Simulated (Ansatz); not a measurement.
Reaction (cleavage of the B–Si bond): `[SiH3][SiH2]B1C[SiH2]1` + PH₃ → `PB1C[SiH2]1` + disilane

Program: Ansatz. Geometries: PBE0-D4/def2-TZVP. ΔE: electronic, gas phase. CBS: MP2 limit from def2 TZ/QZ plus the TZ coupled-cluster correction, frozen cores. This one scheme is used for every species. DFT in def2-TZVPP. One conformer a species, not always the lowest.

```csv
level,ΔE (kJ/mol)
BLYP-D4,-20.8
r2SCANh-D4,-26.1
BHLYP-D4,-26.8
ωB97X-V,-26.5
PBE0,-25.1
r2SCANh,-27.1
r2SCAN0,-27.8
SCS-MP2/def2-QZVPP,-22.5
```

**Question.** What does CCSD(T)/CBS give? (An estimate is asked.)

**Answer.** Ansatz gave: -20.4 kJ/mol. The listed levels differ from it by -0.4, -5.7, -6.4, -6.1, -4.7, -6.7, -7.4, -2.1 kJ/mol.

Largest T1 diagnostic among the species: 0.017.

Leaving LDA and LC-ωPBE aside and taking each functional with its dispersion term where it has one, the values, not all of them listed here, spread over 6.2 kJ/mol, from BHLYP-D4 to PBE-D4. In def2-TZVPP, CCSD(T) changes the Hartree–Fock value by +17.3 kJ/mol (the triples alone add +2.8 kJ/mol) and MP2 by +15.3 kJ/mol. From BLYP to BHLYP (50 % exact exchange), in def2-TZVPP and without D4, ΔE moves by −6.2 kJ/mol.

CCSD(T)/CBS has its own doubt, a few kJ/mol and more with outer-core shells, so smaller differences from it don't rank the levels.
